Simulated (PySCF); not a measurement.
C₂H₆OSi₂, SMILES C1=C[SiH2]O[SiH2]1. Coordinates come from a PBE-D3(BJ)/def2-SVP optimisation. The structure was generated by enumeration, and PubChem lists no compound with its InChIKey, so it may never have been made.

Computed equilibrium geometry at PBE-D3(BJ)/def2-SVP (PySCF confirms it by a frequency run) as bond lengths and angles, and its point group:
point group C2v.
Atoms: C1 C2 Si3 O4 Si5 H6 H7 H8 H9 H10 H11. Bonds (Å): C1–C2 1.360, C1–Si5 1.890, C1–H6 1.106, C2–Si3 1.890, C2–H7 1.106, Si3–O4 1.694, Si3–H8 1.504, Si3–H9 1.504, O4–Si5 1.694, Si5–H10 1.504, Si5–H11 1.504. Angles (°): C2–C1–Si5 113.2, C2–C1–H6 121.3, Si5–C1–H6 125.6, C1–C2–Si3 113.2, C1–C2–H7 121.3, Si3–C2–H7 125.6, C2–Si3–O4 99.7, C2–Si3–H8 113.4, C2–Si3–H9 113.4, O4–Si3–H8 110.9, O4–Si3–H9 110.9, H8–Si3–H9 108.5, Si3–O4–Si5 114.3, C1–Si5–O4 99.7, C1–Si5–H10 113.4, C1–Si5–H11 113.4, O4–Si5–H10 110.9, O4–Si5–H11 110.9, H10–Si5–H11 108.5.
